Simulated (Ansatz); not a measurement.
BeH2 (SMILES [BeH2]) moved off its minimum; all values from Ansatz (a quantum-chemistry and plane-wave program), cores frozen in correlated methods.
(charge 0, multiplicity 1)
```xyz
3

Be    -0.0181     0.0397    -0.0295
H      0.1377    -0.1013     1.4785
H     -0.1721     0.0079    -1.3153
```

Give the forces (eV/Å), the total energy and the dipole at CCSD(T)/aug-cc-pVTZ.


| atom | Fx | Fy | Fz |
|---|---|---|---|
| Be1 | 0.242 | -0.384 | 2.538 |
| H2 | -0.185 | 0.281 | -1.925 |
| H3 | -0.057 | 0.103 | -0.614 |
Energy -15.8409 hartree, dipole 0.47 D.
